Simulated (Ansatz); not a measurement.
`[F][SnH]([SiH3])[Cl]` + HBr → `[F][SnH]([Cl])[Br]` + SiH₄ at 700 K and 1 bar (cleavage of the Sn–Si bond).

Program: Ansatz. Geometries: PBE0-D4/def2-TZVP. ΔE: electronic, gas phase. CCSD(T)/CBS is the MP2 limit (def2-TZVPP, def2-QZVPP) plus CCSD(T) − MP2 in def2-TZVPP, frozen cores. This one scheme is used for every species. Elements past krypton have def2 core potentials. For Br, Sn outer-core shells are correlated without core-valence functions, which leaves a few kJ/mol of doubt a bond. Scalar relativity is left out up to krypton.

```json
{"species": "`[F][SnH]([SiH3])[Cl]`", "CCSD(T)/CBS energy (Eh)": "-1065.15429", "H − E (kJ/mol)": "166.4", "S (J/(mol·K))": "487.9"}
{"species": "HBr", "CCSD(T)/CBS energy (Eh)": "-2573.91920", "H − E (kJ/mol)": "36.5", "S (J/(mol·K))": "223.7"}
{"species": "`[F][SnH]([Cl])[Br]`", "CCSD(T)/CBS energy (Eh)": "-3347.63611", "H − E (kJ/mol)": "84.8", "S (J/(mol·K))": "434.0"}
{"species": "SiH₄", "CCSD(T)/CBS energy (Eh)": "-291.46306", "H − E (kJ/mol)": "115.5", "S (J/(mol·K))": "252.9"}
```

H − E and S are ideal-gas, rigid-rotor, harmonic terms from PBE0-D4/def2-TZVP, for one conformer and one mirror image of each species. 1 Eh = 2625.50 kJ/mol, R = 8.31446 J/(mol·K).

Problem. By hand: ΔE, ΔH, ΔS and ΔG.

Solution. ΔE = (-3347.63611) + (-291.46306) − (-1065.15429) − (-2573.91920) = -0.02568 Eh = -67.4 kJ/mol. Δ(H − E) = 84.8 + 115.5 − 166.4 − 36.5 = -2.6, so ΔH = -70.0 kJ/mol. ΔS = 434.0 + 252.9 − 487.9 − 223.7 = -24.7 J/(mol·K). ΔG = -70.0 − 700 × (-24.7)/1000 = -52.7 kJ/mol.

Problem. By hand: the equilibrium constant, and the temperature at which ΔG would vanish if ΔH and ΔS stayed fixed.

Solution. log₁₀ K = −ΔG/(RT ln 10) = 3.9. ΔG = 0 at ΔH/ΔS = 2834 K, far beyond where these terms or the molecules hold.

ΔH outweighs TΔS. A doubt of 5 kJ/mol in ΔE shifts log₁₀ K by 0.4 here. Other conformers and mirror images would add mixing entropy, several J/(mol·K) or more a flexible species. These are equilibria of isolated gas molecules and say nothing of rates. Largest T1 diagnostic: 0.013 (customary marks: 0.02 for closed shells, 0.045 for open ones).
